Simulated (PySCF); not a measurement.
C2H5Te, SMILES [CH2][Te]C, doublet at its PBE0/def2-SVP optimised geometry (Å):

```
8

C      1.3916    -0.7986     0.0000
Te    -0.6579    -0.7986     0.0000
C     -0.8693     1.3411     0.0000
H      1.9161    -1.7558    -0.0251
H      1.9433     0.1196     0.2131
H     -0.3969     1.7558     0.8994
H     -0.4094     1.7536    -0.9066
H     -1.9433     1.5691     0.0089
```

Level of theory: PySCF with unrestricted PBE0/def2-TZVP, def2 effective core potentials past Kr. The core electrons that the potentials of Te replace are not part of the density.

Map of the HOMO amplitude (α) (bohr^(-3/2)) on the plane z = 0.6 Å; orbital energy -5.03 eV, overall sign arbitrary:

```
|6666666666666666666666666666666|
|6666666666666666666666666666666|
|6666666666666666666666666666666|
|6666666666666666666666666666666|
|6666666666666666666666666666666|
|6666666666666666666666666666666|
|6666666666666556666666666666666|
|6666666666655555666666666666666|
|6666666666655555666666666666666|
|6666666666655555666666666666666|
|6666666666655555666666666666666|
|6666666666666666666666666666666|
|6666666666666666666666666666666|
|6666666677777776666655555666666|
|6666666777888877666555555666666|
|6666667778899987765544455566666|
|6666667788999998765333345566666|
|6666677789999998754211245566666|
|6666677789998898753100245556666|
|6666677789999998753201245566666|
|6666667788999998754322345566666|
|6666667778899987665444445566666|
|6666666777888877665554555566666|
|6666666777777777666555555666666|
|6666666667777776666655566666666|
|6666666666666666666666666666666|
|6666666666666666666666666666666|
|6666666666666666666666666666666|
|6666666666666666666666666666666|
|6666666666666666666666666666666|
|6666666666666666666666666666666|
```
Scale: ten equal steps from -0.184 (start of '0') to 0.101 (end of '9'), in the order '0123456789'; x runs from -4.00 to 4.00, y from -4.00 (bottom) to 4.00 (top).
